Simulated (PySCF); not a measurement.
ClH3OSiZn. Atoms are numbered in the order given.

```xyz
7

Zn     0.1301    -0.4775     0.0000
Cl    -0.2010    -2.5527     0.0000
O      0.5077     1.2470     0.0000
Si    -0.2265     2.7237     0.0000
H     -1.0944     2.9091     1.2065
H      0.8113     3.7946     0.0000
H     -1.0944     2.9091    -1.2065
```
Charge 0, spin multiplicity 1.

Coordinates come from a B3LYP-D3(BJ)/def2-SVP optimisation. The structure was generated by enumeration; whether it is a known compound was not checked. One conformer was computed; it need not be the lowest.

Calculation: PySCF with PBE0/def2-TZVP.

Atomic charges (e):

```
atom   IAO  Mulliken
----  ----  --------
Zn1   1.42      0.63
Cl2      ?     -0.31
O3       ?     -0.51
Si4   0.87      0.32
H5       ?     -0.05
H6       ?     -0.04
H7       ?     -0.05
```

Q: Some entries are withheld; supply them. (An estimate is asked for; the answer gives what the named calculation found.)

A: 
- Cl2, IAO: -0.68
- O3, IAO: -1.13
- H5, IAO: -0.17
- H6, IAO: -0.15
- H7, IAO: -0.17
